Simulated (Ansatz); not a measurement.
Vertical ionisation energy (eV) of eight silicon and germanium compounds: PBE beside PBE0, computed with Ansatz (an electronic-structure program) for isolated molecules in the bases named; differences from unrounded values. The eight are the first of their class met in an unordered collection, after screening for sound electronic states; none was chosen by its value. Functionals give these values as differences of separate SCF runs (ΔSCF), EOM-CCSD as a root; each molecule has one DFT geometry for both levels.

```tsv
molecule	basis	PBE0	PBE	difference
silicon dioxide molecule (O₂Si), SMILES O=[Si]=O	def2-TZVPD	12.53	12.34	-0.19
silylphosphine (H5PSi), SMILES [SiH3]P	def2-TZVPD	9.78	9.72	-0.06
methylsilylformaldehyde (C2H6OSi), SMILES C[SiH2]C=O	def2-SVPD	9.35	9.16	-0.19
CH3FO2Si, SMILES O=CO[SiH2]F	def2-SVPD	11.43	11.03	-0.40
CH3NO2Si, SMILES N#CO[SiH2]O	def2-SVPD	11.22	10.81	-0.41
chloro(fluoromethyl)silane (CH4ClFSi), SMILES C([SiH2]Cl)F	def2-SVPD	10.91	10.43	-0.48
CH₄ClFOSi, SMILES C[Si](O)(F)Cl	def2-SVPD	11.65	11.10	-0.55
germylsulfanylgermane (Ge₂H₆S), SMILES [S]([GeH3])[GeH3]	def2-SVPD	9.15	9.00	-0.15
```

PBE lies below PBE0 in 8 and above it in 0 of the eight; the mean signed difference is -0.30 and the largest -0.55 eV.
